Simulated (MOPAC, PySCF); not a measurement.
C$_{10}$H$_{8}$BF, SMILES `Bc1cc(F)cc2cccc-2c1`, neutral singlet in the gas phase. 

Cartesian coordinates (Å):
```xyz
20

B      2.9430    -1.5328    -0.3293
C      1.7162    -0.6093    -0.2127
C      1.9406     0.7847    -0.3454
C      1.0591     1.8540    -0.2901
F      1.6180     3.0736    -0.4600
C     -0.3258     1.8790    -0.0853
C     -1.1728     0.8012     0.1178
C     -2.5678     0.8731     0.3210
C     -3.0614    -0.4319     0.4873
C     -2.0029    -1.3554     0.3948
C     -0.8035    -0.6490     0.1657
C      0.4567    -1.2162     0.0180
H      4.0394    -1.0676    -0.5252
H      2.8148    -2.7285    -0.2251
H      2.9762     1.0898    -0.5214
H     -0.7711     2.8787    -0.0899
H     -3.1495     1.7941     0.3424
H     -4.1067    -0.6902     0.6617
H     -2.0807    -2.4386     0.4834
H      0.4781    -2.3086     0.0923
```
Charge 0, multiplicity 1.

All levels are single points at this geometry (B3LYP-D3(BJ)/def2-SVP); Pople sets use spherical d functions. Orbital energies aren't observables, and empty levels follow the basis.

PM6 in MOPAC gives HOMO (eV) = -8.36.

Question: Estimate the HOMO (eV) from each of these levels: PBE-D3(BJ)/def2-TZVP in PySCF; TPSSh-D3(BJ)/def2-TZVP in PySCF; B3LYP/3-21G in PySCF; B3LYP/6-311+G** in PySCF; B3LYP/6-31G* in PySCF; PBE/6-31G* in PySCF; SVWN5/6-31G* in PySCF; HF/3-21G in PySCF; HF/6-31G* in PySCF; HF/STO-3G in PySCF; PM3 in MOPAC; PM7 in MOPAC.

Answer: 
```csv
level,HOMO (eV)
PBE-D3(BJ)/def2-TZVP in PySCF,-5.40
TPSSh-D3(BJ)/def2-TZVP in PySCF,-5.64
B3LYP/3-21G in PySCF,-5.72
B3LYP/6-311+G** in PySCF,-6.02
B3LYP/6-31G* in PySCF,-5.63
PBE/6-31G* in PySCF,-5.07
SVWN5/6-31G* in PySCF,-5.26
HF/3-21G in PySCF,-7.44
HF/6-31G* in PySCF,-7.24
HF/STO-3G in PySCF,-5.14
PM3 in MOPAC,-8.47
PM7 in MOPAC,-8.42
```
